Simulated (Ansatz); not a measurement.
`C1=C[SiH2]C=N1`. The species carries charge 0 and has multiplicity 1. The structure was optimised at the PBE0-D4/def2-TZVP level.

```xyz
10

C     1.380    0.159    0.179
C     0.470   -0.122    1.121
Si   -1.158   -0.199    0.244
C    -0.264    0.194   -1.378
N     0.993    0.334   -1.185
H     2.443    0.274    0.363
H     0.742   -0.258    2.158
H    -2.146    0.838    0.643
H    -1.821   -1.530    0.248
H    -0.641    0.311   -2.393
```

(1) What is the dipole moment at r2SCAN/def2-TZVPP? (Estimate.)

(2) And with PBE, B3LYP, ωB97M-V? (Estimate.)

(3) Give the Mulliken charges with r2SCAN, PBE, ωB97M-V in def2-TZVPP. (Best estimate.)

Answers

(1) Computed: 1.45 D, with components (-1.00, -0.30, 1.01) D in this frame, pointing from negative to positive charge.

(2) Ansatz gave: PBE 1.40 D, B3LYP 1.52 D, ωB97M-V 1.53 D.

(3) The calculation gave: 
| atom | r2SCAN | PBE | ωB97M-V |
| --- | --- | --- | --- |
| C1 | 0.06 | -0.02 | 0.01 |
| C2 | -0.24 | -0.17 | -0.26 |
| Si3 | 0.36 | 0.24 | 0.26 |
| C4 | -0.04 | -0.07 | -0.10 |
| N5 | -0.25 | -0.14 | -0.20 |
| H6 | 0.08 | 0.10 | 0.12 |
| H7 | 0.08 | 0.09 | 0.10 |
| H8 | -0.07 | -0.05 | -0.02 |
| H9 | -0.07 | -0.05 | -0.02 |
| H10 | 0.07 | 0.09 | 0.11 |

B3LYP here is the variant with VWN-RPA as its local correlation; programs differ in this.
